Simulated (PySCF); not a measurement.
**State search for CrCl**

Unrestricted PBE0; Cr def2-TZVPP, Cl def2-TZVPP; no relativity (PySCF 2.14). Outer shells of the fragments: Cr 3d5 4s1; Cl 3s2 3p5.

Followed along the bond (rough minima from three points):

```csv
2Ms+1,unpaired,⟨S²⟩ at the start,R at minimum (Å),Te (eV)
6,"σ ↑, π ↑↑, δ ↑↑",8.77,2.21,0.00
4,"σ ↓, π ↑↑, δ ↑↑",4.76,2.18,1.48
2,"σ ↑, π ↑↓, δ ↑↓",2.74,2.14,2.54
6,"σ ↑↑, π ↑, δ ↑↑",8.78,none in the scan,≤ 1.38
```

Solutions found at the starting distance of 2.135 Å, counted from the lowest of them; the search is not exhaustive and high or unbound solutions are not listed, so other states can lie among these:

```json
{"2Ms+1": "6", "unpaired": "σ ↑, π ↑↑, δ ↑↑", "term": "⁶Σ⁺", "E (eV)": "0.00", "⟨S²⟩": "8.77", "⟨Lz²⟩": "0.00", "μ (D)": "-5.07"}
{"2Ms+1": "6", "unpaired": "σ ↑↑, π ↑, δ ↑↑", "term": "⁶Π", "E (eV)": "1.38", "⟨S²⟩": "8.78", "⟨Lz²⟩": "1.01", "μ (D)": "-1.31"}
{"2Ms+1": "4", "unpaired": "σ ↓, π ↑↑, δ ↑↑", "term": "mixed", "E (eV)": "1.46", "⟨S²⟩": "4.76", "⟨Lz²⟩": "0.00", "μ (D)": "-3.65"}
{"2Ms+1": "4", "unpaired": "π ↑, δ ↑↑", "term": "mixed", "E (eV)": "1.81", "⟨S²⟩": "4.51", "⟨Lz²⟩": "1.07", "μ (D)": "-2.27"}
{"2Ms+1": "6", "unpaired": "σ ↑↑, π ↑↑, δ ↑", "term": "⁶Δ", "E (eV)": "1.92", "⟨S²⟩": "8.75", "⟨Lz²⟩": "4.00", "μ (D)": "-1.97"}
{"2Ms+1": "4", "unpaired": "π ↑↑, δ ↑", "term": "mixed", "E (eV)": "2.25", "⟨S²⟩": "4.40", "⟨Lz²⟩": "4.00", "μ (D)": "-3.14"}
{"2Ms+1": "2", "unpaired": "σ ↑, π ↑↓, δ ↑↓", "term": "mixed", "E (eV)": "2.50", "⟨S²⟩": "2.74", "⟨Lz²⟩": "8.16", "μ (D)": "-5.06"}
{"2Ms+1": "4", "unpaired": "π ↑, δ ↑↑", "term": "mixed", "E (eV)": "2.79", "⟨S²⟩": "3.77", "⟨Lz²⟩": "2.63", "μ (D)": "-4.84"}
{"2Ms+1": "2", "unpaired": "π ↓, δ ↑↑", "term": "mixed", "E (eV)": "3.02", "⟨S²⟩": "2.39", "⟨Lz²⟩": "1.14", "μ (D)": "-2.63"}
{"2Ms+1": "4", "unpaired": "π ↑↑, δ ↑", "term": "⁴Δ", "E (eV)": "3.22", "⟨S²⟩": "3.76", "⟨Lz²⟩": "4.02", "μ (D)": "-5.50"}
```

A term symbol is given only where ⟨S²⟩ and ⟨Lz²⟩ are close to those of a pure state; real π, δ and φ orbitals otherwise mix terms. A positive dipole means Cr(−)Cl(+).

The state is the lowest single determinant that the PBE0 search found; with open d or f shells the true ground state can be another one.
